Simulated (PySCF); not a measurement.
SMILES [CH3][Al]([CH3])[CH2]C[SiH3] (C₄H₁₃AlSi) at its GFN2-xTB optimised geometry (Å):

```
19

Si    -2.9886    -0.3537     0.0000
C     -1.0890    -0.3537     0.0000
C     -0.4988     0.3668    -1.2302
Al     1.5089     0.3860    -1.1148
C      2.4088    -0.2199     0.5609
C      2.6007     1.0138    -2.6605
H     -3.4717    -1.0313    -1.2072
H     -3.4715     1.0306     0.0000
H     -3.4942    -1.0497     1.1863
H     -0.7156    -1.3815     0.0267
H     -0.7149     0.1233     0.9106
H     -0.8551    -0.1290    -2.1444
H     -0.9185     1.3815    -1.2857
H      3.4942    -0.2657     0.4131
H      2.2403     0.4528     1.4093
H      2.0947    -1.2140     0.8970
H      1.9956     1.4531    -3.4611
H      3.1820     0.2044    -3.1159
H      3.3296     1.7746    -2.3600
```

Level of theory: CAM-B3LYP/def2-SVP (PySCF 2.14.0). Cells within 0.4 Å of a nucleus heavier than hydrogen are left out (blank, or x).

Map of the electron localisation function on the plane z = 0.0 Å:

```
|0000000000000000000000000000000|
|0000000000000000000000000000000|
|0000000000000000000000000000000|
|0000000000000000000000000000000|
|0000000000000000000000000000000|
|0000000000000000000000000000000|
|0000000000000000000000000000000|
|0000000000000000000000000000000|
|0000466300000000000000000000000|
|0017999920000000000000000000000|
|0069999960000000000000000000000|
|0289999980000000000132100000000|
|0289999981000000111466310000000|
|0159999962222210112688632332000|
|0016995125755531013899767998200|
|0002413x1695x451014899789999600|
|000110xx559xxx42004898689999700|
|0001202x0796x773002576569999500|
|0001341016679997000356435786100|
|0001233222279999100255310121000|
|0000111100069999100144200000000|
|0000000000049998000022100000000|
|0000000000006884000000000000000|
|0000000000000110000000000000000|
|0000000000000000000000000000000|
|0000000000000000000000000000000|
|0000000000000000000000000000000|
|0000000000000000000000000000000|
|0000000000000000000000000000000|
|0000000000000000000000000000000|
|0000000000000000000000000000000|
```
Scale: ten equal steps from 0.000 (start of '0') to 1.000 (end of '9'), in the order '0123456789'; x runs from -5.50 to 5.50, y from -5.50 (bottom) to 5.50 (top).
